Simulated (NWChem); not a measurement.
System: SiHOI, singlet; SMILES O[Si]I

```xyz
4

Si     0.6686     1.5701     0.0000
I     -0.0360    -0.8225     0.0000
O     -0.8303     2.2939     0.0000
H     -0.8107     3.2597     0.0000
```
Atoms are numbered in this order, from 1.

Computed with NWChem. Low-valent species are run as closed-shell singlets; no triplet was tried in these runs. Geometry: optimised at PBE0/def2-SVP. def2 effective core potentials on I; no spin-orbit coupling. Vertical excitations in the gas phase; the lowest state need not have the same character in each row.

```tsv
level	lowest excitation, singlet (eV)	oscillator strength of that lowest state	lowest state with f > 0.02, singlet (eV)	oscillator strength of that bright state	orbital gap (eV)
PBE/def2-SVPD, TDA	3.34	0.005	5.25	0.073	2.93
B3LYP/def2-SVPD, TDA	3.60	0.012	5.51	0.114	4.35
PBE0/def2-SVPD, TDA	3.67	0.018	5.68	0.148	4.70
```
